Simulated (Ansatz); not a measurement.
Relaxation of the cluster WS4 with RKS PBE-D4/def2-SVP.

```sh
$ ansatz run in.yaml --threads 4 --pin off --events-out ev --progress --plain --max-ram 4787MiB
```

```yaml
crystal:
  periodic: [false, false, false]
  atoms:
    - {symbol: W, position_ang: [-0.077840, 0.308760, 0.085270]}
    - {symbol: S, position_ang: [-1.745960, 0.813590, 1.385640]}
    - {symbol: S, position_ang: [0.997250, 2.072140, -0.595080]}
    - {symbol: S, position_ang: [-0.189390, -1.517230, -1.294610]}
    - {symbol: S, position_ang: [1.015940, -1.677250, 0.418780]}
basis:
  gaussian: {orbitals: def2-SVP}
hamiltonian: {xc: pbe, dispersion: d4}
scf: {lower_state_search: "off"}
output: {orbitals: {seedname: orbitals}}
relax: {f_tol: 0.02, max_steps: 100}
```

Run time 22 s (4 threads of AMD EPYC 7R43 on a shared host).

Positions (Å) and forces (eV/Å) at steps 1, 2, 3, 4, 5, 6, 7, 10, 12, 13, 14, 15, 16, 18, 19 of 19:

```xyz
5
step=1 energy=-45140.1063 eV
W    -0.078    0.309    0.085   -0.286    1.061    0.301
S    -1.746    0.814    1.386    0.323   -0.128   -0.110
S     0.997    2.072   -0.595   -0.207   -0.293   -0.012
S    -0.189   -1.517   -1.295   -0.605   -0.137   -1.392
S     1.016   -1.677    0.419    0.775   -0.503    1.214
5
step=2 energy=-45140.2151 eV
W    -0.083    0.327    0.091    0.028   -0.083   -0.025
S    -1.723    0.800    1.410    0.024    0.043    0.181
S     0.980    2.061   -0.627   -0.069    0.101   -0.139
S    -0.163   -1.491   -1.350    0.042    0.091   -0.411
S     0.989   -1.696    0.475   -0.025   -0.153    0.394
5
step=3 energy=-45140.2560 eV
W    -0.083    0.326    0.092    0.113   -0.394   -0.119
S    -1.642    0.811    1.494   -0.136   -0.011    0.114
S     0.893    2.072   -0.705    0.102    0.100   -0.084
S    -0.022   -1.434   -1.468    0.320    0.012    0.903
S     0.855   -1.775    0.587   -0.400    0.293   -0.815
5
step=4 energy=-45140.3006 eV
W    -0.085    0.334    0.094   -0.002    0.021    0.007
S    -1.662    0.787    1.495   -0.013    0.032    0.068
S     0.921    2.063   -0.715   -0.014    0.064   -0.044
S    -0.028   -1.431   -1.431    0.256   -0.099    0.364
S     0.854   -1.753    0.557   -0.227   -0.017   -0.396
5
step=5 energy=-45140.3270 eV
W    -0.086    0.344    0.098   -0.057    0.234    0.069
S    -1.654    0.784    1.518    0.031    0.024    0.020
S     0.911    2.069   -0.737   -0.043    0.015   -0.013
S     0.021   -1.430   -1.415    0.087   -0.115   -0.065
S     0.808   -1.768    0.537   -0.018   -0.159   -0.011
5
step=6 energy=-45140.3333 eV
W    -0.087    0.353    0.101   -0.011    0.059    0.020
S    -1.639    0.791    1.538    0.014    0.018   -0.016
S     0.892    2.078   -0.755   -0.021    0.000    0.017
S     0.066   -1.430   -1.419   -0.029   -0.017   -0.112
S     0.769   -1.791    0.535    0.048   -0.060    0.091
5
step=7 energy=-45140.3341 eV
W    -0.085    0.348    0.101   -0.007    0.043    0.016
S    -1.637    0.803    1.532    0.010   -0.017   -0.012
S     0.885    2.083   -0.745   -0.003   -0.021   -0.004
S     0.062   -1.436   -1.423    0.001    0.003   -0.003
S     0.776   -1.797    0.536    0.000   -0.008    0.003
5
step=10 energy=-45140.3098 eV rejected
W     0.057    0.349    0.239   -0.419    0.901    0.104
S    -1.705    0.810    1.463    0.845   -0.267   -0.609
S     0.833    2.106   -0.834   -0.368   -0.832    0.442
S     0.036   -1.345   -1.358   -0.175    0.259   -0.373
S     0.779   -1.919    0.490    0.116   -0.061    0.436
5
step=12 energy=-45140.3448 eV
W     0.008    0.349    0.192   -0.072    0.346    0.131
S    -1.676    0.804    1.481    0.259   -0.095   -0.247
S     0.848    2.090   -0.802   -0.154   -0.280    0.112
S     0.040   -1.368   -1.385   -0.070    0.082   -0.130
S     0.780   -1.874    0.514    0.037   -0.054    0.133
5
step=13 energy=-45140.3519 eV
W     0.107    0.352    0.305   -0.043    0.310   -0.118
S    -1.680    0.813    1.430    0.183   -0.138   -0.193
S     0.762    2.052   -0.877   -0.026   -0.190    0.249
S     0.072   -1.248   -1.363   -0.127   -0.117    0.145
S     0.740   -1.969    0.505    0.014    0.135   -0.082
5
step=14 energy=-45140.3245 eV rejected
W     0.127    0.363    0.335    0.085   -0.257   -0.142
S    -1.736    0.796    1.322    0.127    0.065    0.100
S     0.832    2.045   -0.831   -0.162   -0.080    0.085
S    -0.111   -1.259   -1.284    0.196   -0.004   -0.127
S     0.889   -1.945    0.459   -0.246    0.276    0.083
5
step=15 energy=-45140.3645 eV
W     0.085    0.352    0.255    0.137   -0.119    0.100
S    -1.671    0.802    1.400   -0.202    0.015    0.125
S     0.799    2.082   -0.814    0.070    0.113   -0.157
S    -0.002   -1.310   -1.351    0.017   -0.007   -0.050
S     0.790   -1.926    0.510   -0.022   -0.003   -0.018
5
step=16 energy=-45140.3640 eV rejected
W     0.124    0.367    0.286   -0.246    0.061   -0.018
S    -1.690    0.766    1.389    0.265    0.020   -0.119
S     0.805    2.087   -0.850   -0.091   -0.189    0.107
S    -0.016   -1.282   -1.334    0.069    0.095    0.030
S     0.776   -1.937    0.509    0.003    0.014    0.000
5
step=18 energy=-45140.3673 eV rejected
W     0.133    0.363    0.305   -0.059   -0.018   -0.089
S    -1.679    0.782    1.382   -0.009    0.018    0.039
S     0.777    2.069   -0.856    0.027   -0.003    0.019
S     0.006   -1.263   -1.334   -0.007    0.035   -0.025
S     0.764   -1.952    0.503    0.049   -0.032    0.056
5
step=19 energy=-45140.3698 eV
W     0.104    0.358    0.283    0.004   -0.001   -0.005
S    -1.683    0.791    1.401   -0.002    0.000   -0.001
S     0.794    2.070   -0.844   -0.002   -0.004    0.002
S     0.007   -1.281   -1.346   -0.001    0.005    0.004
S     0.777   -1.938    0.506    0.001    0.000    0.000
```

In the def2 sets W takes a core potential; there is no spin–orbit coupling. The structure comes from a short search, and lower isomers may exist.
